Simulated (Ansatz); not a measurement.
One change: `CC(C)[O][Al]([Cl])[CH](C)C` becomes `C[CH](C)[Al]([Cl])[CH](C)C`.

Ansatz, PBE0-D4/def2-TZVP geometries, multiplicity 1. Each molecule was computed in one conformer, which needn't be the lowest.

```
                                        property  `CC(C)[O][Al]([Cl])[CH](C)C`
            HOMO–LUMO gap (PBE0/def2-TZVPP) / eV                          7.14
               LUMO energy (PBE/def2-TZVPP) / eV                         -1.11
             LUMO energy (B3LYP/def2-TZVPP) / eV                         -0.54
  size of the dipole moment (PBE/def2-TZVPP) / D                          2.62
             HOMO–LUMO gap (PBE/def2-TZVPP) / eV                          5.06
size of the dipole moment (B3LYP/def2-TZVPP) / D                          2.69
```

(1) What does the change do to each property? (Estimate.)

## Answers

(1) Ansatz gave: 
| property | `C[CH](C)[Al]([Cl])[CH](C)C` | shift |
| --- | --- | --- |
| HOMO–LUMO gap (PBE0/def2-TZVPP) / eV | 6.14 | -1.00 |
| LUMO energy (PBE/def2-TZVPP) / eV | -1.56 | -0.45 |
| LUMO energy (B3LYP/def2-TZVPP) / eV | -0.99 | -0.45 |
| size of the dipole moment (PBE/def2-TZVPP) / D | 1.97 | -0.65 |
| HOMO–LUMO gap (PBE/def2-TZVPP) / eV | 4.16 | -0.90 |
| size of the dipole moment (B3LYP/def2-TZVPP) / D | 2.00 | -0.69 |

With PBE0 the HOMO rises by 0.53 eV and the LUMO falls by 0.47 eV, so the gap narrows by about 1.00 eV. PBE moves the HOMO by 0.44 eV and ωB97M-V by 0.60 eV. Dipoles are sizes alone; their direction can turn.

B3LYP here is the variant with VWN-RPA as its local correlation; programs differ in this.
